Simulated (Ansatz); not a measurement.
Reaction (ligand exchange at the Si–O bond): `N[SiH2][O][SnH3]` + CH₃NH₂ → `CN[SiH2]N` + `[OH][SnH3]`

Calculated with Ansatz (gas phase, PBE0-D4/def2-TZVP geometries, no zero-point term in ΔE). CCSD(T)/CBS adds triple-zeta CCSD(T) − MP2 to the extrapolated MP2 energy (def2 sets, frozen cores). Functionals use def2-TZVPP. B3LYP here is the variant with VWN-RPA as its local correlation; programs differ in this. Elements past krypton have def2 core potentials. For Sn outer-core shells are correlated without core-valence functions, which leaves a few kJ/mol of doubt a bond. Each species was taken in one conformer, which may not be the lowest.

`N[SiH2][O][SnH3]`:

Cartesian coordinates in Å:
```
N -0.950 0.246 1.332
Si -1.241 -0.621 -0.127
O -0.089 -0.303 -1.231
Sn 1.716 0.386 -0.842
H -1.272 1.190 1.466
H -0.874 -0.243 2.208
H -1.235 -2.057 0.265
H -2.543 -0.249 -0.739
H 2.406 -0.577 0.385
H 1.562 2.020 -0.386
H 2.520 0.208 -2.332
```

CH₃NH₂:

```xyz
7

C     0.244    0.398   -0.324
N    -0.078   -0.744    0.515
H    -0.601    1.060   -0.562
H     0.667    0.046   -1.268
H     1.013    1.001    0.164
H    -0.782   -1.323    0.075
H    -0.463   -0.439    1.400
```

`CN[SiH2]N`:

Cartesian coordinates in Å:
```
C -0.678 0.852 1.597
N -0.676 0.252 0.283
Si 0.611 -0.646 -0.395
N 0.507 -0.527 -2.099
H -1.192 1.818 1.593
H 0.352 1.034 1.913
H -1.148 0.223 2.364
H -1.595 0.122 -0.110
H 0.623 -2.121 -0.154
H 1.823 -0.074 0.263
H 0.802 -1.292 -2.682
H 0.571 0.358 -2.574
```

`[OH][SnH3]`:

Cartesian coordinates in Å:
```
O 0.182 1.010 1.096
Sn -0.013 -0.444 -0.219
H 0.006 1.879 0.728
H 1.092 -0.173 -1.495
H -1.622 -0.440 -0.797
H 0.356 -1.833 0.686
```

Question: Is it downhill or uphill in electronic energy at CCSD(T)/CBS, and by how much? (Best estimate.)

Answer: Computed: Uphill: ΔE = +69.1 kJ/mol.

Question: What do these levels give: PBE-D4, r2SCAN-D4, PBE0-D4, B2PLYP, B3LYP, HF/def2-TZVPP, SCS-MP2/def2-TZVPP, CCSD(T)/def2-TZVPP, MP2/def2-QZVPP, SCS-MP2/def2-QZVPP, HF/CBS(def2), MP2/CBS(def2)? (Best estimate.)

Answer: Ansatz gave: PBE-D4 59.8, r2SCAN-D4 66.5, PBE0-D4 63.0, B2PLYP 66.5, B3LYP 63.7, HF/def2-TZVPP 75.0, SCS-MP2/def2-TZVPP 69.6, CCSD(T)/def2-TZVPP 69.1, MP2/def2-QZVPP 68.4, SCS-MP2/def2-QZVPP 69.7, HF/CBS(def2) 75.7, MP2/CBS(def2) 68.2 kJ/mol.

Largest T1 diagnostic among the species: 0.014.

From PBE to PBE0 (25 % exact exchange), in def2-TZVPP and without D4, ΔE moves by +3.2 kJ/mol. In def2-TZVPP, CCSD(T) changes the Hartree–Fock value by −5.9 kJ/mol (the triples alone add −0.3 kJ/mol) and MP2 by −6.8 kJ/mol. The D4 term adds +3.1 kJ/mol with B3LYP and +1.7 kJ/mol with PBE0; it sums over pairs of atoms, weighted by their polarisabilities, and B3LYP, whose exchange is more repulsive, gets the larger term.
